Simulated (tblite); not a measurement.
Compound: C6H8BF3.
SMILES with atom numbers: `[BH2:1][C@:2]12[CH2:3][C@:4]([C:5]([F:6])([F:7])[F:8])([CH2:9]1)[CH2:10]2` (hydrogens: H11, H12 on B1; H13, H14 on C3; H15, H16 on C9; H17, H18 on C10)

Computed with GFN2-xTB (tblite), gas phase: L-BFGS steps from a force-field or distance-geometry start until the largest atomic force falls under 0.01 eV/Å.

Step 0: E = -877.9738 eV
```
atom  x, y, z in Å  |  force x, y, z in eV/Å
B1      2.5028    0.3044   -0.1381    3.895   0.236   0.763
C2      1.0567    0.1433   -0.1231   -0.497   0.104   0.456
C3      0.2196   -0.1714    1.1282    0.481  -0.603   1.534
C4     -0.7867   -0.1499    0.0004    2.716   0.661   0.168
C5     -2.1588   -0.2617    0.0986   -5.328  -0.573   0.680
F6     -2.7365    0.7688    0.8444    0.496  -0.937  -0.842
F7     -2.8281   -0.2561   -1.1192    0.587  -0.047   1.302
F8     -2.5718   -1.4101    0.7651    0.168   0.904  -0.751
C9      0.2193   -0.9035   -0.7921    0.699  -1.539  -2.587
C10    -0.0340    1.0999   -0.4352   -2.279   2.041  -0.603
H11     3.0531    1.3346    0.0515   -0.324  -0.051  -0.247
H12     3.2421   -0.6296   -0.0766   -0.423   0.167  -0.244
H13     0.4637   -1.1559    1.5609   -0.341   0.550   0.313
H14     0.1486    0.6817    1.8108    0.069  -0.620   0.399
H15     0.2230   -0.6996   -1.8974   -0.332  -0.911   0.729
H16     0.4713   -1.9195   -0.4917   -0.351  -0.179  -0.426
H17    -0.2495    1.9074    0.2896    0.434   0.232  -0.877
H18    -0.2436    1.3235   -1.4877    0.330   0.566   0.234
```

Step 1: E = -878.5927 eV
```
atom  x, y, z in Å  |  force x, y, z in eV/Å
B1      2.5584    0.3079   -0.1272    0.723   0.031   0.515
C2      1.0496    0.1448   -0.1166    1.052   0.477  -0.024
C3      0.2265   -0.1800    1.1501    0.352  -0.019   0.296
C4     -0.7479   -0.1404    0.0028   -1.317  -0.213   0.061
C5     -2.2349   -0.2700    0.1083    0.309  -0.051   0.207
F6     -2.7294    0.7553    0.8324   -0.274  -0.133  -0.190
F7     -2.8197   -0.2569   -1.1006   -0.246  -0.078   0.293
F8     -2.5694   -1.3973    0.7542   -0.438  -0.084  -0.156
C9      0.2293   -0.9255   -0.8290    0.388  -0.091  -0.277
C10    -0.0666    1.1291   -0.4438   -0.586   0.170  -0.078
H11     3.0485    1.3340    0.0480    0.156   0.517  -0.106
H12     3.2361   -0.6271   -0.0801    0.168  -0.360  -0.173
H13     0.4588   -1.1481    1.5654   -0.158  -0.033   0.565
H14     0.1495    0.6727    1.8165    0.068  -0.424   0.580
H15     0.2183   -0.7125   -1.8870   -0.261  -0.715  -0.379
H16     0.4664   -1.9220   -0.4979   -0.201  -0.483  -0.419
H17    -0.2434    1.9107    0.2772    0.169   0.778  -0.402
H18    -0.2388    1.3316   -1.4844    0.096   0.713  -0.312
```

Step 2: E = -878.7015 eV
```
atom  x, y, z in Å  |  force x, y, z in eV/Å
B1      2.5757    0.3088   -0.1183    0.419   0.107   0.419
C2      1.0645    0.1521   -0.1162    0.049   0.266  -0.078
C3      0.2326   -0.1813    1.1571    0.119   0.069  -0.315
C4     -0.7630   -0.1425    0.0040    0.002  -0.166   0.005
C5     -2.2392   -0.2717    0.1125    0.301  -0.073   0.091
F6     -2.7327    0.7518    0.8281   -0.365   0.026  -0.027
F7     -2.8224   -0.2581   -1.0940   -0.327  -0.080   0.113
F8     -2.5756   -1.3970    0.7507   -0.486  -0.239  -0.026
C9      0.2362   -0.9294   -0.8375    0.183   0.303   0.378
C10    -0.0792    1.1350   -0.4460   -0.139  -0.270   0.038
H11     3.0502    1.3417    0.0460    0.246   0.522  -0.076
H12     3.2379   -0.6322   -0.0831    0.268  -0.405  -0.141
H13     0.4559   -1.1476    1.5744   -0.102  -0.107   0.537
H14     0.1507    0.6653    1.8258    0.064  -0.326   0.584
H15     0.2138   -0.7247   -1.8914   -0.226  -0.618  -0.499
H16     0.4628   -1.9295   -0.5048   -0.165  -0.395  -0.405
H17    -0.2401    1.9227    0.2697    0.101   0.745  -0.339
H18    -0.2369    1.3432   -1.4887    0.056   0.641  -0.259
```

Step 3: E = -878.8503 eV
```
atom  x, y, z in Å  |  force x, y, z in eV/Å
B1      2.6117    0.3131   -0.0960   -0.287   0.141   0.205
C2      1.0798    0.1671   -0.1173   -0.386  -0.017  -0.059
C3      0.2428   -0.1816    1.1576   -0.063   0.013  -0.290
C4     -0.7733   -0.1482    0.0056    0.832  -0.032   0.023
C5     -2.2440   -0.2765    0.1205    0.175  -0.126  -0.073
F6     -2.7455    0.7474    0.8217   -0.334   0.114   0.144
F7     -2.8334   -0.2618   -1.0820   -0.310  -0.080  -0.077
F8     -2.5955   -1.4021    0.7450   -0.418  -0.289   0.102
C9      0.2496   -0.9273   -0.8395   -0.040   0.198   0.299
C10    -0.0995    1.1367   -0.4481    0.422  -0.039  -0.054
H11     3.0585    1.3641    0.0414    0.339   0.372  -0.026
H12     3.2466   -0.6486   -0.0905    0.294  -0.263  -0.072
H13     0.4495   -1.1493    1.5992   -0.055   0.047   0.258
H14     0.1537    0.6476    1.8525    0.050  -0.275   0.359
H15     0.2023   -0.7561   -1.9089   -0.150  -0.452  -0.123
H16     0.4539   -1.9486   -0.5241   -0.109  -0.012  -0.329
H17    -0.2333    1.9564    0.2511    0.024   0.346  -0.377
H18    -0.2327    1.3740   -1.4999    0.016   0.352   0.090
```

Question: Estimate the geometry and energy of step 4. (The exact step hangs on the optimiser's Hessian estimate; all steps are aligned on step 3, rigid shifts and turns removed.)

Answer: E = -878.9171 eV, largest force 0.645 eV/Å
```
atom  x, y, z in Å  |  force x, y, z in eV/Å
B1      2.6291    0.3181   -0.0782   -0.370   0.098   0.049
C2      1.0867    0.1766   -0.1186   -0.392  -0.159  -0.027
C3      0.2490   -0.1825    1.1568   -0.085   0.005  -0.067
C4     -0.7688   -0.1520    0.0075    0.633   0.124  -0.013
C5     -2.2454   -0.2821    0.1244   -0.001  -0.108  -0.082
F6     -2.7590    0.7458    0.8198   -0.161  -0.020   0.120
F7     -2.8454   -0.2655   -1.0752   -0.170  -0.079  -0.080
F8     -2.6152   -1.4097    0.7429   -0.248  -0.135   0.081
C9      0.2579   -0.9254   -0.8401   -0.141   0.045   0.100
C10    -0.1057    1.1411   -0.4516    0.627   0.073  -0.029
H11     3.0697    1.3846    0.0380    0.284   0.087  -0.006
H12     3.2570   -0.6630   -0.0965    0.141   0.065  -0.014
H13     0.4442   -1.1484    1.6189   -0.011   0.104   0.043
H14     0.1566    0.6308    1.8752    0.037  -0.219   0.156
H15     0.1923   -0.7845   -1.9199   -0.092  -0.274   0.108
H16     0.4462   -1.9600   -0.5423   -0.043   0.172  -0.204
H17    -0.2283    1.9828    0.2316   -0.006   0.084  -0.332
H18    -0.2296    1.3996   -1.5043   -0.001   0.139   0.195
```

The energy changes by -0.0668 eV. The first-order estimate −F·Δx gives -0.1006 eV and the mean of the old and new forces, exact on a quadratic surface, -0.0666 eV. The step makes an angle of 51° with the force vector and moves no atom by more than 0.033 Å.

What follows is the cost of the whole relaxation. On Arm Neoverse N1, one thread, shared host with 64 logical CPUs at a one-minute load of 46, this took 0.53 s wall.
